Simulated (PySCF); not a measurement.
## Atomic charges by several schemes

Species: C6H11N.
Geometry (GFN2-xTB, Å), atoms numbered from 1 in this order:
```xyz
18
C6H11N angstrom
C      2.7104   -0.1421   -0.1399
N      1.4117   -0.7063   -0.3665
C      0.3744   -0.0151   -0.2770
C      0.0198    1.4209    0.0590
C     -1.4654    1.0258   -0.0333
C     -1.0697   -0.4090   -0.4481
C     -1.5495   -1.5407    0.4466
H      3.1789   -0.6920    0.6776
H      3.3082   -0.3062   -1.0372
H      2.7002    0.9280    0.0992
H      0.3469    2.1416   -0.6899
H      0.3557    1.7579    1.0391
H     -2.0374    1.5769   -0.7765
H     -1.9890    1.0686    0.9194
H     -1.3108   -0.6385   -1.4887
H     -2.6281   -1.6588    0.3653
H     -1.2972   -1.3347    1.4843
H     -1.0677   -2.4700    0.1548
```

Density: PBE0/pcSseg-1 (PySCF); schemes: Mulliken, IAO, Hirshfeld and ESP-fitted. Isolated species at its GFN2-xTB geometry, gas phase.

Which atoms carry the highest charge in the Mulliken, IAO, Hirshfeld and ESP-fitted schemes?

The schemes don't all agree: Mulliken H11 (+0.141); IAO C3 (+0.168); Hirshfeld C3 (+0.085); ESP-fitted C3 (+0.516).

At which atom do the 4 schemes differ most?

At C3: from +0.042 (Mulliken) to +0.516 e (ESP-fitted), 0.474 e apart.

For which atoms does the sign change between the 4 schemes (beyond +0.03 e in one, beyond −0.03 e in another)?

C1 and C6. Atomic charges aren't observables, and each scheme defines them in its own way.

Give the atomic charges in each scheme.

In e:

| atom | environment | Mulliken | IAO | Hirshfeld | ESP-fitted |
| --- | --- | --- | --- | --- | --- |
| C1 | N-methyl carbon | -0.105 | -0.306 | -0.075 | +0.066 |
| N2 | imine nitrogen | -0.425 | -0.287 | -0.168 | -0.640 |
| C3 | imine carbon | +0.042 | +0.168 | +0.085 | +0.516 |
| C4 | four-membered-ring carbon | -0.194 | -0.328 | -0.081 | -0.161 |
| C5 | four-membered-ring carbon | -0.156 | -0.269 | -0.072 | -0.293 |
| C6 | four-membered-ring carbon | -0.292 | -0.130 | -0.028 | +0.087 |
| C7 | methyl carbon | -0.188 | -0.415 | -0.117 | -0.339 |
| H8 | methyl hydrogen | +0.119 | +0.156 | +0.047 | +0.078 |
| H9 | methyl hydrogen | +0.120 | +0.156 | +0.047 | +0.073 |
| H10 | methyl hydrogen | +0.086 | +0.110 | +0.032 | -0.021 |
| H11 | methylene hydrogen | +0.141 | +0.151 | +0.045 | +0.067 |
| H12 | methylene hydrogen | +0.140 | +0.149 | +0.044 | +0.082 |
| H13 | methylene hydrogen | +0.122 | +0.138 | +0.039 | +0.092 |
| H14 | methylene hydrogen | +0.115 | +0.135 | +0.039 | +0.093 |
| H15 | methine hydrogen | +0.134 | +0.145 | +0.044 | +0.024 |
| H16 | methyl hydrogen | +0.115 | +0.139 | +0.040 | +0.099 |
| H17 | methyl hydrogen | +0.098 | +0.135 | +0.037 | +0.099 |
| H18 | methyl hydrogen | +0.129 | +0.153 | +0.043 | +0.078 |

Mean size of the charges over all atoms: IAO 0.193 e, ESP-fitted 0.161 e, Mulliken 0.151 e, Hirshfeld 0.060 e. Each set sums to the total charge, 0, to within 0.001 e. The Mulliken scheme counts on each atom the diagonal of the density matrix times the overlap matrix over that atom's basis functions.

Sum the charges by element, for elements with more than one atom.

```
element  atoms  Mulliken     IAO  Hirshfeld  ESP-fitted
      C      6    -0.894  -1.281     -0.289      -0.124
      H     11    +1.319  +1.568     +0.458      +0.764
```

How many electrons does the Mulliken scheme count on N2?

Z − q = 7 − (-0.425) = 7.425.
